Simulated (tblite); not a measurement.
Compound: C5H10OSi.
Atom-mapped SMILES: `[SiH3:1][O:2]/[CH:3]=[CH:4]\[CH:5]1[CH2:6][CH2:7]1` (hydrogens: H8, H9, H10 on Si1; H11 on C3; H12 on C4; H13 on C5; H14, H15 on C6; H16, H17 on C7)

A start from a force field or distance geometry was refined with tblite 0.8.0, GFN2-xTB geometry optimisation, gas phase. Values at the start:

```csv
coordinate,start
Si1–O2,1.678 Å
Si1–H8,1.477 Å
Si1–H10,1.486 Å
O2–C3,1.352 Å
C3=C4,1.353 Å
C3–H11,1.079 Å
C4–C5,1.478 Å
C4–H12,1.075 Å
C5–C6,1.500 Å
C5–H13,1.083 Å
C6–C7,1.498 Å
C6–H14,1.088 Å
C6–H15,1.082 Å
Si1–O2–C3,120.9°
O2–C3–C4,122.5°
C3–C4–C5,125.1°
C4–C5–C6,118.9°
C5–C6–C7,60.4°
C6–C5–C7,59.8°
```

Question: How do these coordinates change at the GFN2-xTB level?

Answer: 
```json
{"coordinate": "Si1–O2", "GFN2-xTB (Å or °)": "1.623", "change": "-0.055"}
{"coordinate": "Si1–H10", "GFN2-xTB (Å or °)": "1.454", "change": "-0.032"}
{"coordinate": "C3=C4", "GFN2-xTB (Å or °)": "1.329", "change": "-0.024"}
{"coordinate": "Si1–H8", "GFN2-xTB (Å or °)": "1.466", "change": "-0.011"}
{"coordinate": "C6–H14", "GFN2-xTB (Å or °)": "1.079", "change": "-0.009"}
{"coordinate": "C4–C5", "GFN2-xTB (Å or °)": "1.470", "change": "-0.008"}
{"coordinate": "C5–C6", "GFN2-xTB (Å or °)": "1.506", "change": "+0.006"}
{"coordinate": "C6–C7", "GFN2-xTB (Å or °)": "1.493", "change": "-0.005"}
{"coordinate": "C3–H11", "GFN2-xTB (Å or °)": "1.083", "change": "+0.004"}
{"coordinate": "C4–H12", "GFN2-xTB (Å or °)": "1.079", "change": "+0.004"}
{"coordinate": "C6–H15", "GFN2-xTB (Å or °)": "1.079", "change": "-0.003"}
{"coordinate": "C5–H13", "GFN2-xTB (Å or °)": "1.082", "change": "-0.001"}
{"coordinate": "O2–C3", "GFN2-xTB (Å or °)": "1.352", "change": "0.000"}
{"coordinate": "Si1–O2–C3", "GFN2-xTB (Å or °)": "132.8", "change": "+11.9"}
{"coordinate": "C3–C4–C5", "GFN2-xTB (Å or °)": "124.2", "change": "-0.9"}
{"coordinate": "C4–C5–C6", "GFN2-xTB (Å or °)": "119.5", "change": "+0.6"}
{"coordinate": "C6–C5–C7", "GFN2-xTB (Å or °)": "59.4", "change": "-0.4"}
{"coordinate": "O2–C3–C4", "GFN2-xTB (Å or °)": "122.6", "change": "+0.1"}
{"coordinate": "C5–C6–C7", "GFN2-xTB (Å or °)": "60.3", "change": "-0.1"}
```

The energy falls by 0.298 eV over 119 L-BFGS steps, the largest force on an atom goes from 1.79 to 0.009 eV/Å, and the atoms move by 0.864 Å rms after alignment. The bond that changes most is Si1–O2 (oxygen-bound silicon to silyl ether oxygen), which shortens by 0.055 Å. Bonds longer at the end by more than 0.005 Å: 1 of 17; shorter: 9. Among the dihedrals that turn most is H12–C4–C5–H13, from 113° to -179°. Rotational constants go from 6917, 905.0, 839.2 to 7190, 842.3, 809.9 MHz.

Its GFN2-xTB frequencies are all real (lowest 28 cm⁻¹). One conformer, not necessarily the lowest.

These are computed values.
